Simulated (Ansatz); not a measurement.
# Which method gave which barrier?

Saddle point of Si2H6Cl3OF, singlet (Si₂H₃Cl₂F ([F][Si]([SiH3])([Cl])[Cl]) + HCl + H₂O → SiCl₃F ([F][Si]([Cl])([Cl])[Cl]) + SiH₄ + H₂O; bonds formed: Si1–Cl7, Si2–H8, H6–O9; bonds broken: Si1–Si2, H6–Cl7, H8–O9), PBE0-D4/def2-TZVP structure:

```xyz
13
angstrom
Si -0.8927 0.7095 -0.5697
Si -0.4511 -1.3392 0.8133
Cl 0.2506 1.5313 -2.1169
Cl -2.6540 1.7095 -0.2452
F -1.5537 -0.4795 -1.4765
H 1.8765 0.8510 0.4340
Cl 0.1502 1.9035 1.0439
H 0.8909 -0.3458 -0.0696
O 2.0508 0.0493 -0.1278
H 0.4790 -1.3511 1.9720
H -0.4369 -2.6256 0.0808
H -1.8189 -1.0128 1.2969
H 2.1092 0.4001 -1.0354
```

Computed with Ansatz 0.2.0 (basis: def2-TZVPP, with def2-QZVPP for the basis limit); correlated methods freeze the cores. B3LYP uses VWN-RPA correlation. Extrapolation: Hartree–Fock as exp(−7.88 √X), correlation as X^−2.97. Four methods, as single points on the PBE0-D4 structures, gave these electronic barriers from the start structure: 22.39, 43.88, 45.59, 70.71 kcal/mol.

Problem. The methods were, in alphabetical order, B3LYP-D4, HF, MP2, SPW92. Which gave which? (A judgement: the text doesn't fix the answer.)

Solution. Computed: SPW92 22.39; MP2 43.88; B3LYP-D4 45.59; HF 70.71 kcal/mol. For comparison, CCSD(T) at an estimated basis limit (MP2 extrapolated from triple and quadruple zeta, plus CCSD(T) − MP2 in triple zeta) gives 45.08 kcal/mol.

No T1 diagnostic of these runs exceeds 0.012.

Labels in which every atom is bracketed show which atoms are joined, not bond orders.

For scale, one of the runs: CCSD(T)/def2-TZVPP, 356 basis functions, launched by `ansatz run in.yaml --threads 4 --pin off --events-out ev --progress --plain --max-ram 46080MiB --backend cuda --devices 0, --max-vram 37GiB`. The run took 7 s on 4 CPU threads of an AMD EPYC 7R13 and a share of one NVIDIA H100 (shared host), with 0.9 GiB of host memory at its peak.
